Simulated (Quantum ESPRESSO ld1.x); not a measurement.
Lu I, configuration [Xe] 4f14 5d1 6s2. Method: non-relativistic Kohn-Sham, LDA (Slater exchange, Perdew-Zunger correlation), spin-polarised, spherical densities, point nucleus; open shells are filled with parallel spins first; relativity is left out, which matters for an element this heavy; computed with ld1.x of Quantum ESPRESSO 7.5.

Unscreened Slater integrals over Kohn-Sham orbitals (hartree). They are taken over the spin-up orbitals.

\begin{tabular}{lr}
integral & value \\ \hline
F0(5d,5d) & 0.35258 \\
F2(5d,5d) & 0.17057 \\
F4(5d,5d) & 0.10858 \\
F0(5d,6s) & 0.26665 \\
G2(5d,6s) & 0.082017 \\
F0(5d,4f) & 0.47895 \\
F2(5d,4f) & 0.093078 \\
F4(5d,4f) & 0.042095 \\
G1(5d,4f) & 0.040076 \\
G3(5d,4f) & 0.031814 \\
G5(5d,4f) & 0.024028 \\
F0(5d,5p) & 0.43786 \\
F2(5d,5p) & 0.19165 \\
G1(5d,5p) & 0.21906 \\
G3(5d,5p) & 0.13242 \\
F0(6s,6s) & 0.23205 \\
F0(6s,4f) & 0.30671 \\
G3(6s,4f) & 0.0076712 \\
F0(6s,5p) & 0.29316 \\
G1(6s,5p) & 0.018421 \\
F0(4f,4f) & 1.3470 \\
F2(4f,4f) & 0.63570 \\
F4(4f,4f) & 0.39801 \\
F6(4f,4f) & 0.28611 \\
F0(4f,5p) & 0.76401 \\
F2(4f,5p) & 0.23704 \\
G2(4f,5p) & 0.11115 \\
G4(4f,5p) & 0.087237 \\
F0(5p,5p) & 0.62227 \\
F2(5p,5p) & 0.33337 \\
\end{tabular}

Derived for the open shells (J is the average intra-shell exchange parameter used in DFT+U). 5d: Racah B = F2/49 - 5 F4/441 = 0.002250 hartree, C = 35 F4/441 = 0.008618 hartree, C/B = 3.83, F4/F2 = 0.637, J = (F2 + F4)/14 = 0.01994 hartree.
